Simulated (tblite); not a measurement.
Species: C₄H₉O₃ (doublet state).
Numbering: `[CH3:1][O:2][C@@H:3]([CH3:4])[C@H:5]([O:6])[OH:7]` (hydrogens: H8, H9, H10 on C1; H11 on C3; H12, H13, H14 on C4; H15 on C5; H16 on O7)

Computed with GFN2-xTB (tblite), gas phase: L-BFGS steps from a force-field or distance-geometry start until the largest atomic force falls under 0.01 eV/Å.

Step 48: E = -687.7708 eV
```
atom  x, y, z in Å  |  force x, y, z in eV/Å
C1      1.9804    0.6580    0.1510   -0.018  -0.042   0.007
O2      0.9464   -0.0355    0.8134    0.039  -0.028   0.061
C3     -0.0865   -0.5097    0.0604    0.065   0.037   0.016
C4     -0.8212   -1.6105    0.7904    0.026   0.055  -0.047
C5     -1.2016    0.7490   -0.2870    0.012  -0.047  -0.030
O6     -2.2290    0.2342   -0.8016   -0.049   0.000  -0.015
O7     -0.4855    1.6651   -1.0650   -0.015  -0.005  -0.007
H8      2.8217    0.6921    0.8431   -0.042   0.012  -0.004
H9      1.6660    1.6739   -0.1036   -0.008  -0.022  -0.012
H10     2.2703    0.1298   -0.7612    0.060   0.032  -0.048
H11     0.2247   -0.8108   -0.9490   -0.026   0.025   0.002
H12    -1.7577   -1.8195    0.2815    0.012  -0.005   0.021
H13    -0.1906   -2.4983    0.7933   -0.059  -0.021   0.040
H14    -1.0202   -1.3135    1.8167    0.010   0.004  -0.029
H15    -1.2819    1.1855    0.7298   -0.020  -0.001   0.002
H16    -0.8428    1.6193   -1.9643    0.012   0.008   0.042
```

Step 49: E = -687.7721 eV
```
atom  x, y, z in Å  |  force x, y, z in eV/Å
C1      1.9837    0.6552    0.1514   -0.004  -0.030  -0.013
O2      0.9462   -0.0353    0.8109    0.033  -0.020   0.036
C3     -0.0854   -0.5093    0.0554    0.047   0.005   0.030
C4     -0.8208   -1.6073    0.7897    0.027   0.045  -0.037
C5     -1.2059    0.7459   -0.2875    0.015  -0.051  -0.023
O6     -2.2285    0.2277   -0.8091   -0.033   0.018  -0.009
O7     -0.4918    1.6706   -1.0567   -0.009   0.001   0.010
H8      2.8172    0.7058    0.8512   -0.040  -0.004   0.008
H9      1.6687    1.6662   -0.1212   -0.027  -0.017  -0.013
H10     2.2876    0.1168   -0.7502    0.058   0.026  -0.049
H11     0.2233   -0.8143   -0.9545   -0.018   0.055   0.032
H12    -1.7641   -1.8100    0.2892    0.033   0.001   0.038
H13    -0.1960   -2.5002    0.7853   -0.073   0.001   0.049
H14    -1.0059   -1.3062    1.8184    0.006  -0.027  -0.058
H15    -1.2921    1.1745    0.7333   -0.018  -0.006  -0.029
H16    -0.8437    1.6288   -1.9578    0.003   0.005   0.028
```

Step 50: E = -687.7732 eV
```
atom  x, y, z in Å  |  force x, y, z in eV/Å
C1      1.9863    0.6525    0.1513    0.016  -0.007  -0.033
O2      0.9469   -0.0357    0.8095    0.029  -0.013  -0.003
C3     -0.0836   -0.5088    0.0518    0.013  -0.017   0.036
C4     -0.8199   -1.6038    0.7885    0.018   0.012  -0.011
C5     -1.2094    0.7423   -0.2883    0.014  -0.034  -0.008
O6     -2.2288    0.2224   -0.8149   -0.011   0.029  -0.005
O7     -0.4973    1.6751   -1.0496    0.000   0.002   0.025
H8      2.8127    0.7167    0.8580   -0.032  -0.013   0.013
H9      1.6703    1.6597   -0.1354   -0.037  -0.026  -0.011
H10     2.3029    0.1070   -0.7424    0.045   0.025  -0.029
H11     0.2216   -0.8162   -0.9586    0.000   0.073   0.046
H12    -1.7686   -1.8018    0.2958    0.041   0.008   0.038
H13    -0.2019   -2.5017    0.7800   -0.070   0.012   0.048
H14    -0.9944   -1.3006    1.8188    0.000  -0.038  -0.063
H15    -1.3003    1.1654    0.7355   -0.016  -0.014  -0.052
H16    -0.8439    1.6367   -1.9524   -0.008   0.002   0.010
```

Step 51: E = -687.7743 eV
```
atom  x, y, z in Å  |  force x, y, z in eV/Å
C1      1.9884    0.6500    0.1511    0.026   0.019  -0.039
O2      0.9496   -0.0389    0.8084    0.021  -0.005  -0.038
C3     -0.0813   -0.5088    0.0496   -0.020  -0.030   0.028
C4     -0.8193   -1.6005    0.7873    0.006  -0.024   0.017
C5     -1.2111    0.7384   -0.2893    0.005  -0.009   0.008
O6     -2.2292    0.2186   -0.8187    0.014   0.030  -0.003
O7     -0.5014    1.6777   -1.0445    0.016   0.004   0.034
H8      2.8091    0.7246    0.8624   -0.010  -0.019   0.023
H9      1.6698    1.6537   -0.1435   -0.050  -0.015  -0.013
H10     2.3150    0.1036   -0.7386    0.033   0.008  -0.019
H11     0.2199   -0.8167   -0.9614    0.023   0.075   0.040
H12    -1.7708   -1.7963    0.3007    0.022   0.016   0.020
H13    -0.2086   -2.5027    0.7793   -0.043   0.005   0.039
H14    -0.9873   -1.2950    1.8172   -0.010  -0.036  -0.035
H15    -1.3056    1.1583    0.7359   -0.014  -0.020  -0.054
H16    -0.8448    1.6430   -1.9481   -0.019   0.001  -0.010
```

Q: Estimate the geometry and energy of step 52. (The exact step hangs on the optimiser's Hessian estimate; all steps are aligned on step 51, rigid shifts and turns removed.)

A: E = -687.7750 eV, largest force 0.095 eV/Å
```
atom  x, y, z in Å  |  force x, y, z in eV/Å
C1      1.9920    0.6455    0.1494    0.055   0.049  -0.060
O2      0.9494   -0.0362    0.8087    0.030   0.010  -0.074
C3     -0.0809   -0.5065    0.0495   -0.040  -0.016   0.017
C4     -0.8167   -1.5977    0.7872   -0.020  -0.062   0.046
C5     -1.2153    0.7349   -0.2915   -0.011   0.017   0.012
O6     -2.2285    0.2137   -0.8302    0.047   0.034   0.005
O7     -0.5072    1.6850   -1.0354    0.014  -0.013   0.031
H8      2.8017    0.7381    0.8733   -0.034  -0.015  -0.031
H9      1.6700    1.6434   -0.1690   -0.023  -0.080   0.009
H10     2.3354    0.0839   -0.7281   -0.003   0.046   0.065
H11     0.2189   -0.8131   -0.9610    0.042   0.064   0.014
H12    -1.7753   -1.7862    0.3122    0.015   0.020   0.008
H13    -0.2141   -2.5048    0.7682   -0.028   0.000   0.034
H14    -0.9701   -1.2974    1.8206   -0.016  -0.030  -0.020
H15    -1.3203    1.1498    0.7348   -0.010  -0.025  -0.047
H16    -0.8466    1.6566   -1.9408   -0.018   0.000  -0.010
```

The energy changes by -0.0008 eV. The first-order estimate −F·Δx gives -0.0015 eV and the mean of the old and new forces, exact on a quadratic surface, -0.0007 eV. The step makes an angle of 83° with the force vector and moves no atom by more than 0.030 Å.

The cost below is that of the whole relaxation. The run took 0.36 s of wall time on an Arm Neoverse V2 with one thread, on a shared host.
